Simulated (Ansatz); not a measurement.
Start from `[NH2][In]([NH2])[SH]` and change one atom or group to get `[NH2][In]([SH])[O][SiH3]`.

Ansatz, PBE0-D4/def2-TZVP geometries, multiplicity 1. Each molecule was computed in one conformer, which needn't be the lowest.

Elements past krypton have def2 core potentials.

```csv
property,`[NH2][In]([NH2])[SH]`
HOMO energy (ωB97M-V/def2-TZVPP) / eV,-9.38
HOMO–LUMO gap (B3LYP/def2-TZVPP) / eV,5.60
HOMO–LUMO gap (ωB97M-V/def2-TZVPP) / eV,10.17
size of the dipole moment (B3LYP/def2-TZVPP) / D,1.59
HOMO energy (PBE/def2-TZVPP) / eV,-5.76
LUMO energy (B3LYP/def2-TZVPP) / eV,-1.28
```

Problem. What does the change do to each property? (Estimate.)

Solution. Computed: 
| property | `[NH2][In]([SH])[O][SiH3]` | shift |
| --- | --- | --- |
| HOMO energy (ωB97M-V/def2-TZVPP) / eV | -9.87 | -0.49 |
| HOMO–LUMO gap (B3LYP/def2-TZVPP) / eV | 5.45 | -0.15 |
| HOMO–LUMO gap (ωB97M-V/def2-TZVPP) / eV | 10.06 | -0.11 |
| size of the dipole moment (B3LYP/def2-TZVPP) / D | 1.97 | 0.38 |
| HOMO energy (PBE/def2-TZVPP) / eV | -6.29 | -0.53 |
| LUMO energy (B3LYP/def2-TZVPP) / eV | -1.91 | -0.63 |

With PBE0 the HOMO falls by 0.48 eV and the LUMO falls by 0.65 eV, so the gap narrows by about 0.17 eV. PBE moves the HOMO by -0.53 eV and ωB97M-V by -0.49 eV. Dipoles are sizes alone; their direction can turn.

B3LYP here is the variant with VWN-RPA as its local correlation; programs differ in this.
